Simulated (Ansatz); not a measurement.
Input file for Ansatz (an electronic-structure program): R-B3LYP/def2-TZVPP on ClHSSn (SMILES [SH][Sn][Cl]), a point of a torsion scan. Elements past Kr take the def2 small-core potentials; no spin–orbit coupling.

Ansatz 0.2 input:
```yaml
crystal:
  periodic: [false, false, false]
  atoms:
    - {symbol: S, position_ang: [-1.40856815, 0.48025626, 0.46151081]}
    - {symbol: Sn, position_ang: [0.89409918, 0.91044072, -0.30680509]}
    - {symbol: Cl, position_ang: [0.94114312, 3.25279414, -0.00641564]}
    - {symbol: H, position_ang: [-1.65869334, -0.58639020, -0.29241518]}
basis:
  gaussian:
    orbitals: def2-TZVPP
hamiltonian:
  xc: {name: B3LYP}
scf: {lower_state_search: off}
```

Output:

```
WARN ansatz: RAYON_NUM_THREADS=1 ignored (pool sized by the plan → 1); use --threads N
Functional definition: B3LYP
these checks for a lower state are left out or cut short: stability, starts, cluster_reference, orbital_swaps, neighbouring_geometries, increment
integrals: 0.07 GiB planned
1100 factors; their error is unknown
mean field: 0.62 GiB planned
mean field evaluation 1: about -29209.8580 eV, gradient 2.7e1 eV
mean field evaluation 2: about -29202.8329 eV, gradient 5.5e1 eV
mean field evaluation 4: about -29211.9590 eV, gradient 2.9e0 eV
mean field evaluation 8: about -29212.0759 eV, gradient 1.7e-1 eV
mean field evaluation 16: about -29212.0760 eV, gradient 1.9e-5 eV
mean field -29212.07595483 eV, -1073.5239906836 hartree, gradient 2.3e-6 eV, S^2 0.000000; 0 other end points of the search recorded, 0 dependent functions left out
reference -29212.07618370 eV, -1073.5239990945 hartree; 28, 28 occupied and 120, 120 virtual orbitals, 1100 factors
Total energy: -29212.07618370 eV, -1073.5239990945 hartree
Checks for a lower state left out: stability, starts, cluster_reference, orbital_swaps, neighbouring_geometries, increment
```

Self-consistency was reached.

Cost: about 2.7 core-seconds (a rough figure).
